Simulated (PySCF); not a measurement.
# XPS shifts beside NMR shieldings

Species: isopropyl acetate, C5H10O2.
Numbering: `[CH3:1][C:2](=[O:3])[O:4][CH:5]([CH3:6])[CH3:7]`

Cartesian coordinates in Å at the PBE0-D3(BJ)/def2-SVP level; atoms count from 1:
```xyz
17
C5H10O2 angstrom
C      2.5988   -0.0057    0.0088
C      1.2072    0.0051    0.5725
O      0.9295   -0.0876    1.7399
O      0.2974    0.1338   -0.4018
C     -1.0875    0.1600   -0.0166
C     -1.8142    0.9353   -1.0927
C     -1.5944   -1.2580    0.1591
H      2.7085   -0.8436   -0.6949
H      3.3255   -0.0997    0.8231
H      2.7801    0.9189   -0.5581
H     -1.1508    0.6867    0.9491
H     -2.8821    1.0222   -0.8449
H     -1.7240    0.4282   -2.0655
H     -1.3971    1.9478   -1.1917
H     -2.6603   -1.2514    0.4316
H     -1.0408   -1.7675    0.9600
H     -1.4790   -1.8274   -0.7761
```

Binding energies: delta-SCF UKS SCAN, pcX-2 on the ionised atom, pcseg-1 elsewhere, spin-free X2C in PySCF 2.14.0. Shieldings: GIAO PBE0/pcSseg-1, non-relativistic, same geometry.

```json
{"atom": "C1", "C 1s (eV)": "291.20"}
{"atom": "C2", "C 1s (eV)": "294.41"}
{"atom": "C5", "C 1s (eV)": "292.26"}
{"atom": "C6", "C 1s (eV)": "290.82"}
```

Task: What are the absolute isotropic shieldings of these atoms?

Result: 
| atom | environment | C 1s (eV) | isotropic shielding (ppm) |
| --- | --- | --- | --- |
| C6 | methyl carbon | 290.82 | 161.4 |
| C1 | methyl carbon next to a carbonyl | 291.20 | 161.9 |
| C5 | sp3 carbon bound to oxygen | 292.26 | 117.8 |
| C2 | ester carbonyl carbon | 294.41 | 10.8 |

Task: Among the listed atoms, is the one with the highest binding energy also the least shielded?

Result: Yes: C2 has both (294.41 eV, 10.8 ppm).

By binding energy: C6 < C1 < C5 < C2. By shielding: C2 < C5 < C6 < C1.

Of atoms equivalent by bonding only the ionised one is listed; its partners' own values can differ in this conformer. Isolated species at its PBE0-D3(BJ)/def2-SVP geometry (one conformer only).
